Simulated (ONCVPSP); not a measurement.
## Hardness and transferability of assorted potentials

Generated with ld1.x 7.5 (TM, RRKJ, ultrasoft, PAW), atompaw 4.2 or ONCVPSP 4.0.1. The cutoff is in Ry: for ld1.x and atompaw files where the sum of valence levels is converged to 10 mRy in a Bessel basis, for ONCV files where the hardest occupied wave has 1 mHa per electron of residual kinetic energy. The error is the largest all-electron minus pseudo excitation energy over each file’s own four to seven test configurations (ionisations up to +4, promotions, holes and added fractions of an electron), all of which were solved. The labels leave out finer settings (local radius, basis sizes, second energies), which also bear on the numbers. Spin-polarised tests are not counted. The rows are a selection from randomly drawn settings: files with unsolved tests, undetermined cutoffs or missed reference levels are left out.

A true bound ghost makes a file unfit for plane-wave use even where its test errors are small: the radial tests pick states by their node count and pass the ghost by.

| element | potential | cutoff (Ry) | largest error (meV) | bound ghosts |
| --- | --- | --- | --- | --- |
| Ca | ONCV, LDA (Perdew-Zunger), fully relativistic, rc 1.60/2.00/1.85 (spd), local smoothed, core correction no, reference 3s2 3p6 4s1.5, qcut 7/5.7/5.6, projectors 2/1/2 | 36 | -54 | none |
| V | ONCV, PBEsol, scalar-relativistic, rc 1.80/1.60/1.60/1.80 (spdf), local smoothed, core correction yes, reference 3s2 3p6 3d3 4s2, qcut 5.5/6.7/10.7/6.6, projectors 3/3/1/3 | 77 | +6.1 | none |
| Br | ONCV, LDA (Perdew-Zunger), scalar-relativistic, rc 1.35/1.75/1.35 (spd), local smoothed, core correction yes, reference 4s2 4p3, qcut 4.4/5.5/7, projectors 2/3/1 | 49 | -54 | none |
| Mo | ONCV, PBE, scalar-relativistic, rc 1.60/2.05/2.65 (spd), local smoothed, core correction yes, reference 4s2 4p6 4d5 5s1, qcut 6/7.7/4.9, projectors 2/1/2 | 33 | +127 | none |
| Mo | ONCV, PBE, scalar-relativistic, rc 1.60/1.60/2.65 (spd), local s, core correction yes, reference 4s2 4p6 4d6, qcut 8.2/7.6/6.1, projectors 0/1/2 | 46 | +384 | none |
| In | ONCV, PBEsol, fully relativistic, rc 2.30/1.60/1.35 (spd), local smoothed, core correction yes, reference 4p6 4d10 5s2 5p0.75, qcut 3.2/9.4/13.9, projectors 2/2/2 | 84 | -6.9 | s |
| Hf | ONCV, PBE, scalar-relativistic, rc 2.05/1.70/2.70 (spd), local smoothed, core correction yes, reference 5s2 5p6 5d2 6s1.5, qcut 5.6/6.3/5, projectors 2/1/3 | 29 | +126 | none |

**Question.** Fill in the row for Co: ONCV, PBE, fully relativistic, rc 1.55/1.10/1.05 (spd), local d, core correction yes, reference 3s2 3p6 3d8 4s1, qcut 8.5/14.4/12.6, projectors 2/2/0.

**Answer.** cutoff 135 Ry, largest error -11 meV, bound ghosts: none.
